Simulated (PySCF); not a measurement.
Geometry (Å), atoms numbered from 1 in this order:
```xyz
16

B     0.183    0.394    0.367
C     1.749    0.308    0.231
H     2.008    0.602   -0.804
H     2.184   -0.686    0.413
H     2.256    1.048    0.872
C    -0.527    1.797    0.400
H    -1.477    1.807   -0.160
H     0.094    2.650    0.090
H    -0.813    1.967    1.457
C    -0.684   -0.926    0.417
C    -0.757   -1.528   -0.994
H    -1.706   -0.743    0.790
H    -0.215   -1.663    1.091
H    -1.353   -2.454   -1.012
H    -1.221   -0.831   -1.710
H     0.244   -1.774   -1.382
```

PySCF calculation with geometry: PBE0-D3(BJ)/def2-SVP and shieldings: GIAO B3LYP/pcSseg-1; equivalent nuclei averaged, isolated molecule, one conformer, non-relativistic.

Shifts are taken against calculated references (same method and geometry level): ¹³C (179.24 ppm), ¹H (31.38 ppm) vs TMS; ¹¹B (97.83 ppm) vs BF3·OEt2.

```json
{"atoms": "H12/H13", "nucleus": "¹H", "count": "2", "δ (ppm)": "1.14"}
{"atoms": "H3/H4/H5/H7/H8/H9", "nucleus": "¹H", "count": "6", "δ (ppm)": "0.85"}
{"atoms": "B1", "nucleus": "¹¹B", "count": "1", "δ (ppm)": "89.5"}
{"atoms": "C11", "nucleus": "¹³C", "count": "1", "δ (ppm)": "8.8"}
{"atoms": "C10", "nucleus": "¹³C", "count": "1", "δ (ppm)": "?"}
{"atoms": "C2/C6", "nucleus": "¹³C", "count": "2", "δ (ppm)": "14.9"}
{"atoms": "H14/H15/H16", "nucleus": "¹H", "count": "3", "δ (ppm)": "?"}
```

Question: Fill in the missing shifts.

Answer: 
- C10: 25.3 ppm, carbon bonded to C, B, 2 H
- H14/H15/H16: 0.90 ppm, hydrogen on a carbon bonded to C

A carbon bonded to boron is broadened by the quadrupolar boron nucleus and is often missing from a measured spectrum. Shifts are as computed. Against solution values, carbons near 30 ppm lie about +2 ppm off and those near 130 ppm about +6 ppm. Of 1309 compounds with measured shifts, 239 miss one by over three times the rms of a fit or turn the order of signals round; such compounds aren't used in these exercises.
